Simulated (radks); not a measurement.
Charge is removed step by step from the 3s1/2 level of neutral potassium, starting from [Ar] 4s1. Method: Dirac Kohn-Sham, LDA (Slater exchange, Perdew-Wang correlation), spin-unpolarised, spherical densities, finite nucleus; Fermi nuclear charge, rms radius 3.4349 fm; computed with a radial shooting solver on a logarithmic mesh with Libxc functionals.

removed (e) = 0: E - E(0) (eV) 0.000; eigenvalue (eV) -35.178; E minus straight line (eV) 0.000
removed (e) = 0.1: E - E(0) (eV) 3.581; eigenvalue (eV) -36.443; E minus straight line (eV) -0.603
removed (e) = 0.2: E - E(0) (eV) 7.290; eigenvalue (eV) -37.735; E minus straight line (eV) -1.077
removed (e) = 0.3: E - E(0) (eV) 11.129; eigenvalue (eV) -39.052; E minus straight line (eV) -1.422
removed (e) = 0.4: E - E(0) (eV) 15.101; eigenvalue (eV) -40.391; E minus straight line (eV) -1.633
removed (e) = 0.5: E - E(0) (eV) 19.208; eigenvalue (eV) -41.751; E minus straight line (eV) -1.710
removed (e) = 0.6: E - E(0) (eV) 23.452; eigenvalue (eV) -43.131; E minus straight line (eV) -1.649
removed (e) = 0.7: E - E(0) (eV) 27.834; eigenvalue (eV) -44.530; E minus straight line (eV) -1.450
removed (e) = 0.8: E - E(0) (eV) 32.358; eigenvalue (eV) -45.946; E minus straight line (eV) -1.109
removed (e) = 0.9: E - E(0) (eV) 37.024; eigenvalue (eV) -47.379; E minus straight line (eV) -0.627
removed (e) = 1: E - E(0) (eV) 41.834; eigenvalue (eV) -48.828; E minus straight line (eV) 0.000

Removing the whole electron costs 41.834 eV by Delta-SCF, against 35.178 eV from minus the eigenvalue at the starting occupation. Slater's transition state (half an electron removed) gives 41.751 eV. Integrating minus the eigenvalue over the occupation (Janak's theorem) gives 41.835 eV. The mean slope of the eigenvalue, de/dn, is 13.6 eV per electron.
